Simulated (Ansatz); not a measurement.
Stepwise reaction of `[OH][Ge][OH]` with hydrogen chloride, as a gas-phase model of exchange steps in deposition or etching. ΔE in kJ/mol; ΔG adds harmonic PBE0-D4 terms to CCSD(T)/CBS, at 1 bar.

Computed with Ansatz on PBE0-D4/def2-TZVP structures; ΔE is electronic, products minus reactants. CCSD(T)/CBS is the MP2 limit (def2-TZVPP, def2-QZVPP) plus CCSD(T) − MP2 in def2-TZVPP, frozen cores. This one scheme is used for every species. Functionals use def2-TZVPP. B3LYP here is the variant with VWN-RPA as its local correlation; programs differ in this. For Ge outer-core shells are correlated without core-valence functions, which leaves a few kJ/mol of doubt a bond. Scalar relativity is left out up to krypton. One conformer a species, not always the lowest.

```json
{"step": "1", "reaction": "`[OH][Ge][OH]` + HCl → `[OH][Ge][Cl]` + H₂O", "PBE-D4": "-51.8", "B3LYP-D4": "-50.0", "ωB97M-V": "-47.3", "CCSD(T)/CBS": "-48.5", "ΔG(500 K)": "-46.4"}
```

Q: Give the row of step 2, `[OH][Ge][Cl]` + HCl → `[Cl][Ge][Cl]` + H₂O. (Best estimate.)

A: The calculation gave: 
| step | reaction | PBE-D4 | B3LYP-D4 | ωB97M-V | CCSD(T)/CBS | ΔG(500 K) |
| --- | --- | --- | --- | --- | --- | --- |
| 2 | `[OH][Ge][Cl]` + HCl → `[Cl][Ge][Cl]` + H₂O | -29.2 | -27.9 | -23.6 | -26.7 | -22.1 |

Q: By hand: ΔE of the 2 steps together at CCSD(T)/CBS.

A: (-48.5) + (-26.7) = -75.2 kJ/mol, or -37.6 kJ/mol a step.

In ΔE each step is higher than the one before. All are downhill at CCSD(T)/CBS. ΔG lies between -46.4 and -22.1 kJ/mol a step. PBE-D4 differs from CCSD(T)/CBS by -3.3 to -2.5 kJ/mol a step. Isolated molecules leave out the surface, adducts and barriers. Largest T1 diagnostic: 0.015.
